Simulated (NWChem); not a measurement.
# A calculation on HF$_{2}$GaS

SMILES: [F][Ga]([F])[SH]
```xyz
5

Ga    -0.2004    -0.2365     0.0000
F      0.1903    -1.9487     0.0000
F     -1.9162     0.1553     0.0000
S      1.3356     1.3235     0.0000
H      0.3766     2.2947     0.0000
```
Charge 0, spin multiplicity 1.

All runs are NWChem calculations. Structure: optimised with PBE/def2-SVP, a minimum by its harmonic frequencies. It is one conformer; others weren't searched.

The Hamiltonian is non-relativistic. B3LYP has NWChem's definition, with VWN1-RPA local correlation. The structure started from a generated list of species. No SCF solution was tested for a lower state.

Worked example. At B3LYP/def2-TZVP the molecule has a total energy of -2523.62921 Ha and the free atoms (multiplicities Ga 2, F 2, S 3, H 2) H -0.50215, F -99.77015, S -398.13237, Ga -1924.86111 Ha. The electronic atomisation energy is the atoms' sum less the molecule's energy.

1·(-1924.86111) + 2·(-99.77015) + 1·(-398.13237) + 1·(-0.50215) = -2523.03593 Ha for the atoms; less the molecule's energy this leaves 0.59328 Ha, or 372.3 kcal/mol (1558 kJ/mol), without zero-point, thermal or spin-orbit terms.
